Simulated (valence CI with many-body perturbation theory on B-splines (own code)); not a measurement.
I40+: electric-dipole lines

Level of theory: configuration interaction combined with many-body perturbation theory (CI+MBPT): three valence electrons over a frozen Dirac-Fock core [Ne], a basis of 11 s, 11 p, 10 d, 8 f, 5 g, 2 h functions for each j, with the one-electron correlation potential Σ1 (screened to all orders), the two-electron term Σ2, the three-electron term Σ3, Breit, model QED; selected single and double excitations, second order for the rest, scaled by the run's own slope (own B-spline code, finite nucleus).

No measured spectrum was set against this ion. As an estimate, large intervals hold to a few tenths of a per cent, small ones and those within an open d or f shell to about a per cent.

Lines 151 to 200 of 581 in falling wavelength, among levels below 1433.0 eV, chosen from the strongest by gf and those to the six lowest levels. Wavelengths and rates use the calculated energies. Electric multipoles are in the length gauge, E1 and E2 with the static RPA response of the core. Weak lines are less certain than strong ones. Lines between different terms over intervals too small for the method are left out, as are lines whose strength nearly cancels. Where a level lies close to another of its J and parity, the split of strength between their lines is uncertain. The highest levels of a list are the least certain.

Levels are named by their leading jj configuration (3d3/2^4 stands for four electrons in 3d with j = 3/2), which in mixed levels can hold well under half, so a name can repeat and another be missing. Letters in brackets count levels of one name in rising energy.

| λ vac (Å) | Upper | Lower | A (s⁻¹) | S (a.u.) |
| --- | --- | --- | --- | --- |
| 76.81 | (3p1/2 3p3/2 3d5/2) J=1/2 | (3p1/2 3p3/2^2) J=1/2 | 1.16e+11 | 5.20e-02 |
| 76.75 | (3s 3d3/2 3d5/2) J=7/2 [a] | (3s 3p3/2 3d3/2) J=5/2 [a] | 6.72e+10 | 1.20e-01 |
| 76.71 | (3p3/2 3d5/2^2) J=3/2 [b] | (3p3/2^2 3d5/2) J=3/2 | 2.40e+11 | 2.14e-01 |
| 76.70 | (3p1/2 3d3/2 3d5/2) J=3/2 [b] | (3p1/2 3p3/2 3d3/2) J=1/2 [b] | 2.99e+10 | 2.67e-02 |
| 76.49 | (3p3/2 3d3/2 3d5/2) J=7/2 [a] | (3s 3d3/2 3d5/2) J=7/2 [b] | 1.48e+10 | 2.61e-02 |
| 76.25 | (3d3/2^2 3d5/2) J=1/2 | (3p3/2 3d3/2^2) J=1/2 | 7.03e+10 | 3.07e-02 |
| 76.22 | (3s 3d5/2^2) J=7/2 | (3s 3p3/2 3d5/2) J=5/2 [b] | 1.90e+11 | 3.32e-01 |
| 76.22 | (3d3/2 3d5/2^2) J=5/2 [b] | (3p3/2 3d3/2 3d5/2) J=7/2 [c] | 2.56e+10 | 3.36e-02 |
| 76.20 | (3d3/2^2 3d5/2) J=5/2 [b] | (3p3/2 3d3/2 3d5/2) J=5/2 [a] | 2.68e+10 | 3.51e-02 |
| 76.14 | (3p1/2 3d3/2 3d5/2) J=1/2 | (3p1/2 3p3/2 3d3/2) J=1/2 [a] | 8.32e+10 | 3.62e-02 |
| 76.13 | (3p3/2 3d5/2^2) J=7/2 [a] | (3p3/2^2 3d3/2) J=5/2 | 7.61e+10 | 1.33e-01 |
| 76.09 | (3p1/2 3d3/2 3d5/2) J=9/2 | (3p1/2 3p3/2 3d3/2) J=7/2 | 5.41e+10 | 1.18e-01 |
| 76.05 | (3d3/2 3d5/2^2) J=3/2 [a] | (3p3/2 3d3/2 3d5/2) J=5/2 [b] | 3.82e+10 | 3.32e-02 |
| 76.03 | (3p3/2 3d5/2^2) J=3/2 [a] | (3p3/2^2 3d5/2) J=5/2 [a] | 1.22e+11 | 1.06e-01 |
| 75.97 | (3p3/2 3d3/2 3d5/2) J=9/2 [b] | (3p3/2^2 3d3/2) J=7/2 | 7.09e+10 | 1.53e-01 |
| 75.91 | (3s 3d5/2^2) J=5/2 | (3s 3p3/2 3d5/2) J=7/2 [a] | 3.16e+10 | 4.10e-02 |
| 75.91 | (3d3/2^2 3d5/2) J=5/2 [b] | (3p3/2 3d3/2 3d5/2) J=3/2 [a] | 4.77e+10 | 6.17e-02 |
| 75.86 | (3s 3p3/2 3d5/2) J=1/2 | (3s 3p3/2^2) J=1/2 | 1.35e+11 | 5.81e-02 |
| 75.85 | (3p1/2 3d3/2 3d5/2) J=7/2 [b] | (3p1/2 3p3/2 3d5/2) J=7/2 [a] | 3.92e+10 | 6.75e-02 |
| 75.84 | (3p3/2 3d3/2 3d5/2) J=9/2 [b] | (3p3/2^2 3d5/2) J=9/2 | 6.40e+10 | 1.38e-01 |
| 75.81 | (3p3/2^2 3d5/2) J=3/2 | (3p3/2^3) J=3/2 | 1.93e+11 | 1.66e-01 |
| 75.79 | (3d3/2 3d5/2^2) J=7/2 [b] | (3p3/2 3d5/2^2) J=9/2 | 2.14e+10 | 3.68e-02 |
| 75.78 | (3p1/2 3d3/2 3d5/2) J=5/2 [a] | (3p1/2 3p3/2 3d3/2) J=5/2 [a] | 3.57e+10 | 4.60e-02 |
| 75.65 | (3p1/2 3p3/2 3d5/2) J=3/2 [b] | (3p1/2 3p3/2^2) J=1/2 | 3.33e+10 | 2.85e-02 |
| 75.57 | (3p3/2 3d5/2^2) J=3/2 [b] | (3p3/2^2 3d5/2) J=5/2 [b] | 9.22e+10 | 7.85e-02 |
| 75.31 | (3p1/2 3d5/2^2) J=5/2 | (3p1/2 3p3/2 3d5/2) J=5/2 [a] | 5.64e+10 | 7.13e-02 |
| 75.30 | (3p1/2 3d3/2 3d5/2) J=3/2 [a] | (3p1/2 3p3/2 3d3/2) J=3/2 [a] | 4.31e+10 | 3.64e-02 |
| 75.27 | (3p3/2 3d3/2 3d5/2) J=7/2 [c] | (3s 3d5/2^2) J=5/2 | 4.86e+10 | 8.18e-02 |
| 75.27 | (3s 3p1/2 3d3/2) J=1/2 | (3s 3p1/2 3p3/2) J=3/2 [a] | 3.31e+09 | 1.39e-03 |
| 75.26 | (3p3/2 3d3/2 3d5/2) J=3/2 [c] | (3p3/2^2 3d3/2) J=3/2 [a] | 1.25e+11 | 1.05e-01 |
| 75.12 | (3p3/2 3d3/2 3d5/2) J=5/2 [c] | (3p3/2^2 3d3/2) J=5/2 | 6.65e+10 | 8.34e-02 |
| 75.08 | (3p3/2 3d5/2^2) J=5/2 [b] | (3p3/2^2 3d5/2) J=5/2 [a] | 9.66e+10 | 1.21e-01 |
| 75.05 | (3d3/2^2 3d5/2) J=3/2 | (3p3/2 3d3/2^2) J=3/2 | 6.14e+10 | 5.12e-02 |
| 74.98 | (3p1/2 3d5/2^2) J=1/2 | (3p1/2 3p3/2 3d5/2) J=3/2 [b] | 7.95e+10 | 3.31e-02 |
| 74.92 | (3d5/2^3) J=9/2 | (3p3/2 3d5/2^2) J=9/2 | 8.45e+10 | 1.75e-01 |
| 74.88 | (3s 3d5/2^2) J=5/2 | (3s 3p3/2 3d3/2) J=3/2 [b] | 2.68e+10 | 3.33e-02 |
| 74.84 | (3s 3p1/2 3d3/2) J=3/2 [b] | (3s 3p1/2 3p3/2) J=3/2 [a] | 7.32e+09 | 6.06e-03 |
| 74.82 | (3p1/2 3p3/2 3d5/2) J=7/2 [a] | (3s 3p1/2 3d5/2) J=5/2 [b] | 1.62e+10 | 2.68e-02 |
| 74.77 | (3s 3p3/2 3d5/2) J=5/2 [b] | (3s 3p3/2^2) J=3/2 | 1.86e+11 | 2.31e-01 |
| 74.75 | (3s 3d3/2 3d5/2) J=9/2 | (3s 3p3/2 3d5/2) J=9/2 | 1.56e+10 | 3.21e-02 |
| 74.64 | (3p3/2^2 3d5/2) J=9/2 | (3s 3p3/2 3d5/2) J=7/2 [b] | 2.27e+11 | 4.66e-01 |
| 74.57 | (3p1/2 3p3/2 3d5/2) J=5/2 [b] | (3p1/2 3p3/2^2) J=5/2 | 3.35e+10 | 4.12e-02 |
| 74.56 | (3s 3p1/2 3d5/2) J=5/2 [a] | (3s 3p1/2 3p3/2) J=3/2 [a] | 7.29e+10 | 8.95e-02 |
| 74.50 | (3p3/2 3d5/2^2) J=1/2 | (3p3/2^2 3d5/2) J=1/2 | 6.02e+10 | 2.46e-02 |
| 74.36 | (3p3/2 3d3/2 3d5/2) J=11/2 | (3s 3d3/2 3d5/2) J=9/2 | 1.41e+11 | 3.43e-01 |
| 74.30 | (3s 3d3/2 3d5/2) J=9/2 | (3s 3p3/2 3d3/2) J=7/2 | 1.32e+11 | 2.67e-01 |
| 74.27 | (3p3/2^2 3d5/2) J=7/2 | (3s 3p3/2 3d5/2) J=5/2 [a] | 6.69e+10 | 1.08e-01 |
| 74.26 | (3d3/2 3d5/2^2) J=3/2 [b] | (3p3/2 3d3/2 3d5/2) J=5/2 [d] | 1.21e+11 | 9.79e-02 |
| 74.18 | (3d3/2 3d5/2^2) J=7/2 [a] | (3p3/2 3d3/2 3d5/2) J=7/2 [a] | 3.68e+10 | 5.93e-02 |
| 74.02 | (3s 3d3/2 3d5/2) J=5/2 [a] | (3s 3p3/2 3d3/2) J=3/2 [a] | 8.49e+10 | 1.02e-01 |
